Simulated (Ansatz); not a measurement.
Two isomers of CH7BGeO2: A = `[CH3][GeH]([OH])[BH]O`, B = `O[BH][GeH2][CH2]O`.

Program: Ansatz. Geometries: PBE0-D4/def2-TZVP. ΔE: electronic, gas phase. CBS: MP2 limit from def2 TZ/QZ plus the TZ coupled-cluster correction, frozen cores. DFT in def2-TZVPP. B3LYP here is the variant with VWN-RPA as its local correlation; programs differ in this. For Ge outer-core shells are correlated without core-valence functions, which leaves a few kJ/mol of doubt a bond. Scalar relativity is left out up to krypton. Each species was taken in one conformer, which may not be the lowest.

(1) Which isomer does CCSD(T)/CBS put lower? Give the gap. (Best estimate.)

(2) Give E(B) − E(A) in kJ/mol with HF/def2-TZVPP, PBE-D4, PBE0-D4, B3LYP, r2SCAN-D4, MP2/def2-TZVPP, CCSD(T)/def2-TZVPP. (Estimate.)

Largest T1 diagnostic: 0.013.

## Answers

(1) The calculation gave: A, by 135.8 kJ/mol.

(2) Ansatz gave: HF/def2-TZVPP 137.6, PBE-D4 124.5, PBE0-D4 127.8, B3LYP 129.5, r2SCAN-D4 133.7, MP2/def2-TZVPP 145.0, CCSD(T)/def2-TZVPP 136.3. None reverses the order clearly.

From PBE to PBE0 (25 % exact exchange), in def2-TZVPP and without D4, E(B) − E(A) moves by +3.4 kJ/mol.
